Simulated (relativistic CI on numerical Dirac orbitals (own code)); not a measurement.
Method of calculation: Dirac-Coulomb-Breit CI, orbitals from a KLI potential per configuration, QED by a radiative potential, unscaled Slater integrals (own radial code, finite nucleus).

CI space (outside the closed core [Kr] 4d10): 4f14.5s2.5p6.5d, 4f14.5s2.5p6.6s, 4f14.5s2.5p6.5f, 4f14.5s2.5p6.6p, 4f14.5s2.5p5.5d2, 4f14.5s2.5p6.5g, 4f14.5s2.5p6.6d, 4f14.5s2.5p6.7s, 4f14.5s2.5p6.7p, 4f13.5s2.5p6.5d2, 4f14.5s2.5p6.6f, 4f14.5s2.5p5.5d.5f, 4f14.5s2.5p6.7d, 4f14.5s2.5p6.8s, 4f14.5s.5p6.5d2, 4f14.5s2.5p6.8p, 4f14.5s2.5p5.5d.5g, 4f14.5s2.5p5.5d.6s, 4f13.5s2.5p6.5d.6s, 4f14.5s2.5p5.5d.6p, 4f13.5s2.5p6.5d.6p, 4f14.5s.5p6.5d.5f, 4f14.5s.5p6.6s2, 4f14.5s.5p6.5d.5g, 4f13.5s2.5p6.5d.5f, 4f14.5p6.5d3, 4f14.5p5.5d4. Double excitations out of closed p, d and f shells are left out; levels of such configurations are missing from the list, as are those of other unlisted configurations, and high levels can miss mixing partners. These lack a partner that the ground configuration has and come out too high: 4f13.5s2.5p6.5d2, 4f14.5s2.5p5.5d.5f, 4f14.5s2.5p5.5d.5g, 4f14.5s2.5p5.5d.6s, 4f13.5s2.5p6.5d.6s.

At this charge configurations can still be misplaced by up to about 7 % of their energy. Levels and lines within the n = 5 or 6 shells can be off by up to 10 % or somewhat more, and those that change n by about 2 %, since core polarisation is missing. Levels that differ in their count of f electrons can be misplaced by several ten thousand cm⁻¹, since the correlation energy of f electrons is missing or only estimated; rates across such gaps can be off by orders of magnitude.

Outline of the computed level scheme of Re VII. Lowest level of each configuration: 4f14.5s2.5p6.5d 2D_3/2 at 0.0000 eV; 4f14.5s2.5p6.6s 2S_1/2 at 14.3178 eV; 4f14.5s2.5p6.6p 2P°_1/2 at 24.0669 eV; 4f14.5s2.5p6.5f 2F°_5/2 at 38.4608 eV; 4f14.5s2.5p6.6d 2D_3/2 at 40.4750 eV; 4f14.5s2.5p5.5d2 4D°_1/2 at 40.8399 eV; 4f14.5s2.5p6.7s 2S_1/2 at 44.1852 eV; 4f13.5s2.5p6.5d2 4D°_5/2 at 45.7490 eV.

Some strong electric-dipole decays among the lowest 45 levels: 4f14.5s2.5p6.5f 2F°_7/2 → 4f14.5s2.5p6.5d 2D_5/2 (1.7e+10 s⁻¹); 4f14.5s2.5p6.5f 2F°_5/2 → 4f14.5s2.5p6.5d 2D_3/2 (1.3e+10 s⁻¹); 4f14.5s2.5p6.6p 2P°_3/2 → 4f14.5s2.5p6.5d 2D_5/2 (8.5e+09 s⁻¹); 4f14.5s2.5p6.6p 2P°_1/2 → 4f14.5s2.5p6.5d 2D_3/2 (8.2e+09 s⁻¹); 4f14.5s2.5p6.6d 2D_3/2 → 4f14.5s2.5p6.6p 2P°_1/2 (7.3e+09 s⁻¹); 4f14.5s2.5p6.7s 2S_1/2 → 4f14.5s2.5p6.6p 2P°_3/2 (6.9e+09 s⁻¹); 4f14.5s2.5p5.5d2 2F°_7/2 → 4f14.5s2.5p6.5d 2D_5/2 (6.6e+09 s⁻¹); 4f14.5s2.5p6.6d 2D_5/2 → 4f14.5s2.5p6.6p 2P°_3/2 (6.6e+09 s⁻¹).

LS names give the leading component of a level, which can be under half, so a name can repeat, a term be missing and a line seem to break the LS rules.
